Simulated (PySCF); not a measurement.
Ge(I)2 anion (GeI2), SMILES [I][Ge][I] (connectivity only; charge and spin as stated), charge -1, multiplicity 2.

Geometry: B3LYP-D3(BJ)/def2-SVPD. The multiplicity is an assumed one; other spin states were not compared. The isomer is the one that the SMILES or the coordinates give; other isomers of the formula were not compared. The def2 effective core potentials stand for the cores of I; spin–orbit coupling is left out.

Method: PBE0/def2-TZVPD run with PySCF.

Gas-phase values at a fixed geometry.

```
Item                                                                  Value
------------------------------------------------  -------------------------
total energy                                            -2672.34125 hartree
point group                                                             C2v
α spin, highest occupied and lowest empty level           -0.59 and 2.36 eV
β spin, highest occupied and lowest empty level           -2.62 and 2.32 eV
dipole moment about the centre of nuclear charge                     0.55 D
mean static polarisability                           145.3 bohr³ (21.52 Å³)
polarisability, principal values                  111.6, 136.4, 187.8 bohr³
⟨S²⟩                                                0.755 (pure state 0.75)
```
